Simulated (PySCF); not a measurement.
# Calculated NMR data

Theoretical values (PySCF 2.14): geometry: GFN2-xTB, shielding tensors at PBE0/pcSseg-1 (GIAO). A single conformation, rapidly exchanging positions averaged, isolated molecule, non-relativistic.

Chemical shifts δ = σref − σ; TMS for ¹H and ¹³C, all at this level. Splittings of carbon signals by F and P are missing where no couplings were computed. Where no couplings were computed, multiplicities follow the n + 1 count of equivalent neighbours, and m marks all less simple cases (inequivalent or close neighbours, rings, F or P nearby). Shifts are as computed. Against solution values, carbons near 30 ppm lie about +3 ppm off and those near 130 ppm about +5 ppm. Of 1211 compounds with measured shifts, 218 miss one by over three times the rms of a fit or turn the order of signals round; such compounds aren't used in these exercises. OH and NH positions are gas-phase values without hydrogen bonding to other molecules.

Compound 1 (C$_{8}$H$_{10}$F$_{2}$). ¹H NMR (400 MHz, computed): δ 6.58 (m, 1H), 6.38 (m, 1H), 5.53 (m, 1H), 2.96 (m, 1H), 2.74 (m, 1H), 2.59 (m, 1H), 2.01 (m, 1H), 1.56 (m, 1H), 1.27 (m, 1H), 0.99 (m, 1H). ¹³C{¹H} NMR (computed): δ 147.5, 142.0, 128.1, 53.9, 47.6, 46.5, 45.6, 29.5. Structure: `FC(F)[C@@H]1C[C@@H]2C=C[C@H]1C2`.

Compound 2 (C$_{9}$H$_{8}$O$_{2}$). ¹H NMR (400 MHz, computed): δ 8.21 (s, 1H), 6.10 (m, 1H), 5.74 (m, 1H), 4.26 (m, 1H), 3.07 (m, 1H), 2.88 (m, 1H), 2.50 (m, 1H), 1.61 (s, 1H). ¹³C{¹H} NMR (computed): δ 164.9, 140.4, 138.1, 86.8, 77.6, 67.1, 47.6, 43.1, 25.8. Structure: SMILES C#C[C@@]12CC=C[C@@H]1[C@H]2OC=O.

Compound 3 (C$_{7}$H$_{9}$O$_{3}$P). ¹H NMR (400 MHz, computed): δ 8.02 (m, 2H), 7.57 (m, 2H), 3.25 (br s, 2H), 2.55 (s, 3H). ¹³C{¹H} NMR (computed): δ 148.6 (C), 136.4 (CH), 133.7 (CH), 132.2 (C), 24.3 (CH3). Structure: SMILES Cc1ccc(P(=O)(O)O)cc1.
